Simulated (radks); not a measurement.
P2+, configuration [Ne] 3s2 3p1 (the NIST ground configuration). All-electron calculation, non-relativistic Kohn-Sham, r2SCAN, spin-polarised, spherical densities, point nucleus; open shells are filled with parallel spins first; meta-GGA in the generalised Kohn-Sham scheme. Program: a radial shooting solver on a logarithmic mesh with Libxc functionals.

Radial electron density D(r) = 4 pi r^2 rho(r):

| r (bohr) | D(r) (e/bohr) | spin D(r) |
|---|---|---|
| 0.004781 | 0.5453 | -0.0000153 |
| 0.006078 | 0.8476 | -0.0000233 |
| 0.007726 | 1.304 | -0.0000344 |
| 0.009822 | 1.979 | -0.0000486 |
| 0.01259 | 2.991 | -0.0000639 |
| 0.016 | 4.365 | -0.0000694 |
| 0.02034 | 6.196 | -0.0000392 |
| 0.02586 | 8.494 | 0.0000924 |
| 0.03287 | 11.14 | 0.000475 |
| 0.04179 | 13.83 | 0.00143 |
| 0.05312 | 16.02 | 0.00358 |
| 0.06753 | 17.07 | 0.00808 |
| 0.08585 | 16.49 | 0.0167 |
| 0.1091 | 14.44 | 0.0319 |
| 0.1387 | 11.99 | 0.0555 |
| 0.1778 | 10.77 | 0.0877 |
| 0.226 | 11.88 | 0.118 |
| 0.2873 | 14.43 | 0.132 |
| 0.3653 | 15.99 | 0.109 |
| 0.4643 | 14.50 | 0.0518 |
| 0.5903 | 10.19 | -0.00163 |
| 0.7504 | 5.483 | 0.0192 |
| 0.954 | 2.685 | 0.168 |
| 1.213 | 2.029 | 0.406 |
| 1.542 | 2.061 | 0.582 |
| 1.976 | 1.613 | 0.547 |
| 2.511 | 0.8223 | 0.330 |
| 3.193 | 0.2522 | 0.121 |
| 4.059 | 0.04281 | 0.0246 |
| 5.16 | 0.003677 | 0.00253 |
| 6.559 | 0.0001418 | 0.000115 |

D(r) has 3 maxima, at r = 0.0703, 0.371, 1.46 bohr, and minima at 0.179, 1.23 bohr, inside which lie 2.19, 10.44 electrons.
